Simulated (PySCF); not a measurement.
# From computed data to an observable: oscillator strength and radiative lifetime

Sn(H)2(OH)(OMe) (CH6O2Sn), SMILES C[O][SnH2][OH].

Geometry: B3LYP-D3(BJ)/def2-SVP. The structure was generated by enumeration; whether it is a known compound was not checked. The def2 effective core potentials stand for the cores of Sn; spin–orbit coupling is left out. Other conformers were not sampled.

PySCF 2.14.0 with TDDFT-PBE/def2-SVPD puts the first singlet state with f over 0.02 at 5.50 eV (vertical), with the transition dipole (-0.378, 0.115, 0.190) in atomic units.

Question: Find the oscillator strength, the wavelength and the radiative lifetime that this transition would have in vacuum if emission retraced absorption.

Answer: 
|μ|² = 0.1922 au, so |μ| = 1.11 D. ΔE = 5.50/27.211 = 0.2021 hartree. f = (2/3) ΔE |μ|² = 0.026 (the program prints 0.026).
λ = 1239.84/5.50 = 225 nm; ν = 44360 cm⁻¹.
Einstein's coefficient A = 0.6670 ν² f s⁻¹ (ν in cm⁻¹) = 3.4e7 s⁻¹, so τ = 1/A = 29 ns. This state is S4; the lower singlets have f = 0.012, 0.001, 0.014. The figure is the radiative limit of this one transition; relaxation, internal conversion, crossing to triplets and a medium change what is measured.
